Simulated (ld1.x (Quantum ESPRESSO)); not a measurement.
Reading a pseudo-wave (nitrogen)

Columns: radius, all-electron u(r) and pseudo u(r) of the 2p shell (level -7.31 eV) of nitrogen in the configuration [He] 2s1.5 2p3.5; PBE, non-relativistic, TM scheme, ld1.x (Quantum ESPRESSO) 7.5.

```csv
r (bohr),all-electron,pseudo
0.072,0.0414,0.0174
0.145,0.1329,0.0687
0.217,0.2395,0.1477
0.290,0.3471,0.2484
0.362,0.4443,0.3586
0.435,0.5300,0.4709
0.507,0.6007,0.5728
0.580,0.6592,0.6599
0.652,0.7044,0.7257
0.725,0.7385,0.7712
0.798,0.7619,0.7970
0.870,0.7758,0.8071
0.942,0.7820,0.8059
1.015,0.7816,0.7973
1.088,0.7757,0.7844
1.160,0.7655,0.7694
1.232,0.7518,0.7531
1.305,0.7351,0.7354
1.378,0.7163,0.7163
1.450,0.6961,0.6961
1.522,0.6748,0.6748
1.595,0.6524,0.6524
1.668,0.6295,0.6295
1.740,0.6067,0.6067
1.812,0.5839,0.5839
1.885,0.5609,0.5609
```

How many radial nodes do the two functions have?

The all-electron 2p function has n − l − 1 = 0; the pseudo-wave has 0.

At about which radius was the pseudo-wave matched?

1.45 bohr. The columns agree to 0.0005 from 1.30 bohr on; several derivatives are matched, so the curves merge somewhat inside the radius.

Where does each function peak?

Outermost all-electron maximum near 0.94 bohr, pseudo maximum near 0.87 bohr (to the table’s step).

Is the pseudo-wave norm-conserving?

Yes: the TM scheme keeps the norm inside the radius equal to the all-electron one, which fixes the energy derivative of the logarithmic derivative at the level.
